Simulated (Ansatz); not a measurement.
Harmonic frequencies (cm⁻¹) at PBE0-D4/def2-TZVP from Ansatz: 85, 100, 145, 174, 187, 371, 538, 590, 633, 708, 854, 1006, 1056, 1152, 1244, 1461, 1925, 2516, 2567, 2589, 2642.

Each molecule was computed in one conformer, which needn't be the lowest.

Q: Which molecule is it?
A. `C#C[SiH2][AlH][Cl]`
B. `[BH2][AlH][BH]O`
C. `BB[O][AlH2]`
D. `B[O][AlH][BH2]`

A: D.
